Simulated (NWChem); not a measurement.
Species: C2H8Si2; SMILES C=C([SiH3])[SiH3]

Give the equilibrium geometry at PBE0/def2-SVP (NWChem) as a list of bonds and angles, with the point group.

point group C2v; any orientation.
Bonds (Å): C1–C2 1.345, C1–H5 1.098, C1–H6 1.098, C2–Si3 1.879, C2–Si4 1.879, Si3–H7 1.496, Si3–H8 1.495, Si3–H9 1.496, Si4–H10 1.495, Si4–H11 1.496, Si4–H12 1.496. Angles (°): C2–C1–H5 122.4, C2–C1–H6 122.4, H5–C1–H6 115.3, C1–C2–Si3 119.7, C1–C2–Si4 119.7, Si3–C2–Si4 120.6, C2–Si3–H7 110.6, C2–Si3–H8 109.6, C2–Si3–H9 110.6, H7–Si3–H8 109.3, H7–Si3–H9 107.4, H8–Si3–H9 109.3, C2–Si4–H10 109.6, C2–Si4–H11 110.6, C2–Si4–H12 110.6, H10–Si4–H11 109.3, H10–Si4–H12 109.3, H11–Si4–H12 107.4.
